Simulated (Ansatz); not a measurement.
C$_{3}$H$_{9}$CdN, SMILES `C[CH](C)[Cd][NH2]`, 14 atoms. Total charge 0; spin multiplicity 1. Correlated methods include outer-core shells of Cd, which these sets cover unevenly. Cd takes the def2 core potential. Hardware: A = 2 threads of a server CPU on a shared host; B = 2 threads of an AMD EPYC 7R13 on a shared host and a share of an NVIDIA H100 80 GB. Correlated methods freeze the cores.

(1) How many basis functions does each run have, and how long does it take in Ansatz? RHF-MP2/def2-QZVPP energy [B]; RKS PBE-D4/def2-TZVPP energy and forces [A]; RHF-CCSD(T)/def2-SVP energy [B]; RKS ωB97M-V/def2-SVP energy [A]; RKS PBE0-D4/def2-TZVP relaxation (11 steps) [B]; RKS r2SCAN-D4/def2-TZVPP energy and forces [A]; RHF-CCSD(T)/def2-TZVPP energy [B]; RKS PBE0-D4/def2-SVP energy [A]; RKS r2SCANh-D4/def2-TZVPP energy [A]; RKS PBE0-D4/def2-TZVPP energy [A]. (Estimate.)

Results:

(1) Computed: Other jobs shared the machine, so times are rough.

```json
{"level": "RKS PBE0-D4/def2-SVP", "job": "energy [A]", "functions": "132", "wall time": "4.5 s", "peak host memory (GiB)": "0.71"}
{"level": "RHF-CCSD(T)/def2-SVP", "job": "energy [B]", "functions": "132", "wall time": "8 s", "peak host memory (GiB)": "0.78"}
{"level": "RHF-MP2/def2-QZVPP", "job": "energy [B]", "functions": "586", "wall time": "13 s", "peak host memory (GiB)": "1.2"}
{"level": "RKS ωB97M-V/def2-SVP", "job": "energy [A]", "functions": "132", "wall time": "14 s", "peak host memory (GiB)": "0.71"}
{"level": "RKS PBE-D4/def2-TZVPP", "job": "energy and forces [A]", "functions": "306", "wall time": "14 s", "peak host memory (GiB)": "0.71"}
{"level": "RKS PBE0-D4/def2-TZVPP", "job": "energy [A]", "functions": "306", "wall time": "15 s", "peak host memory (GiB)": "0.85"}
{"level": "RHF-CCSD(T)/def2-TZVPP", "job": "energy [B]", "functions": "306", "wall time": "17 s", "peak host memory (GiB)": "0.86"}
{"level": "RKS r2SCAN-D4/def2-TZVPP", "job": "energy and forces [A]", "functions": "306", "wall time": "19 s", "peak host memory (GiB)": "0.71"}
{"level": "RKS r2SCANh-D4/def2-TZVPP", "job": "energy [A]", "functions": "306", "wall time": "22 s", "peak host memory (GiB)": "0.88"}
{"level": "RKS PBE0-D4/def2-TZVP", "job": "relaxation (11 steps) [B]", "functions": "218", "wall time": "46 s", "peak host memory (GiB)": "0.87"}
```
